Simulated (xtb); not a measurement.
FH2InS2, SMILES [F][In]([SH])[SH]. All values are semi-empirical tight-binding results from xtb (GFN2-xTB unless named), good for trends rather than for accurate numbers. Geometry: GFN2-xTB. The values are those of a single conformer.

Optimised geometry:

Bonds (Å): In1–F2 1.983, In1–S3 2.424, In1–S5 2.425, S3–H4 1.327, S5–H6 1.332. Angles (°): F2–In1–S3 107.8, F2–In1–S5 119.7, S3–In1–S5 132.5, In1–S3–H4 89.6, In1–S5–H6 90.1.
Charge 0, spin multiplicity 1.

For metal compounds this method's bond lengths and energies can be far off.

### Question
Estimate the properties. (The exact figures need the calculation; the answer reports its results.)

### Answer

```json
{
  "point_group_as_xtb_finds_it": "Cs",
  "orbital_gap": "2.06 eV",
  "zero_point_energy": "10.8 kcal/mol",
  "G − E(el) at 298.15 K (modified RRHO)": "-10.9 kcal/mol"
}
```

Computed atomic charges and the Wiberg bond orders between heavy atoms:
charges (e) In1 0.33, F2 -0.34, S3 -0.21, H4 0.21, S5 -0.18, H6 0.19. Bond orders In1–F2 0.92, In1–S3 0.86, In1–S5 0.89, S3–S5 0.33.
